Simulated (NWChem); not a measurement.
# MnF2, sextet; SMILES [F][Mn][F]

All runs: NWChem. Spin-unrestricted. No stability test was run on the SCF state. Each level has its own optimisation; frequencies are unscaled.

For level UHF/3-21G:

| Property | Result |
|---|---|
| highest harmonic frequency (cm⁻¹) | 781 |
| lowest (cm⁻¹) | 137 |

**Question.** How do the values read with level PBE-D3(BJ)/def2-SVP instead?

**Answer.** 
- highest harmonic frequency (cm⁻¹): 742
- lowest (cm⁻¹): 111
